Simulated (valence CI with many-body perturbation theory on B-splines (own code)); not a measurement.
Tb⁵⁷⁺ in brief

Calculated by configuration interaction combined with many-body perturbation theory (CI+MBPT): six valence electrons over a frozen Dirac-Fock core [He], a basis of 9 s, 9 p, 8 d, 6 f, 3 g, 1 h functions for each j, with the one-electron correlation potential Σ1 (screened to all orders), the two-electron term Σ2, the three-electron term Σ3, Breit, model QED; selected single and double excitations, second order for the rest, scaled by the run's own slope (own B-spline code, finite nucleus).

No measured spectrum was set against this ion. As an estimate, large intervals hold to a few tenths of a per cent, small ones and those within an open d or f shell to about a per cent. Among the levels kept, up to 2100 cm⁻¹ of a level comes from second order outside the variational space, and about a tenth of that is noise between levels of different J, which matters for small intervals.

Levels are named by their leading jj configuration (3d3/2^4 stands for four electrons in 3d with j = 3/2), which in mixed levels can hold well under half, so a name can repeat and another be missing.

Rates and lifetimes use the calculated energies. Strong lines usually hold to 10 to 20 %, long lifetimes can be off by a factor of two.

Question: What is the ground level?

Answer: (2s^2 2p1/2^2 2p3/2^2) J=2, composition 69 % 2s2 2p4 3P + 31 % 2s2 2p4 1D, g = 1.317.

Question: Where does the other parity begin?

Answer: At (2s 2p1/2^2 2p3/2^3) J=2, 81.45 Ry.

Question: Among levels below 574.80 Ry, which E1 lines absorb most strongly from the ground level?

Answer: to (2s^2 2p1/2^2 2p3/2 3d5/2) J=3 at 0.1742 nm, f = 0.834; to (2s^2 2p1/2^2 2p3/2 3d5/2) J=2 at 0.1746 nm, f = 0.270; to (2s 2p1/2^2 2p3/2^2 3p1/2) J=3 at 0.1598 nm, f = 0.214.

Question: What are the static dipole polarisabilities of the lowest levels?

Answer: (2s^2 2p1/2^2 2p3/2^2) J=2 0.000121 (tensor 3.8e-06); (2s^2 2p1/2^2 2p3/2^2) J=0 0.000116 bohr³, of which the core gives 4.01e-07.

Question: How well does LS coupling describe the low levels?

Answer: Among the lowest 20 levels the leading LS term, summed over configurations, holds 59 % on average. For single configurations the figures are 59 % in LS and 100 % in jj coupling. Terms mix most in the J = 2 level at 493.30 Ry, where the leading one holds 25 %.
